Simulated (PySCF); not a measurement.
H6O3SSi2, SMILES O[Si](O)(O)S[SiH3], PBE0/def2-SVP optimised geometry.

```
12

Si    -0.54     0.99     0.00
S     -1.33     0.16    -1.83
Si    -0.26    -1.68    -1.87
O     -1.25    -2.83    -2.51
O      0.22    -1.94    -0.31
O      1.12    -1.71    -2.76
H      0.96     0.99     0.00
H     -1.03     2.40     0.00
H     -1.06     0.29     1.21
H     -2.18    -2.77    -2.27
H      1.06    -2.40    -0.20
H      1.02    -1.85    -3.71
```

Density from PySCF with PBE0/def2-TZVP at that geometry.

Minimum of the electron density along straight lines between bonded atoms, close to the bond critical point (lines longer than 1.1 times the sum of covalent radii, or with two minima, are not listed):

```tsv
bond	length / Å	ρ at the minimum / e bohr⁻³	∇²ρ there / e bohr⁻⁵	position (fraction from the first atom)
Si1–S2	2.161	0.093	0.09	0.36
S2–Si3	2.132	0.102	0.09	0.64
Si3–O4	1.650	0.140	0.81	0.41
Si3–O5	1.652	0.140	0.79	0.41
Si3–O6	1.647	0.141	0.82	0.41
Si1–H7	1.490	0.121	0.15	0.49
Si1–H8	1.492	0.120	0.15	0.49
Si1–H9	1.489	0.122	0.14	0.49
O4–H10	0.962	0.354	-2.43	0.81
O5–H11	0.963	0.352	-2.42	0.81
O6–H12	0.962	0.354	-2.43	0.81
```
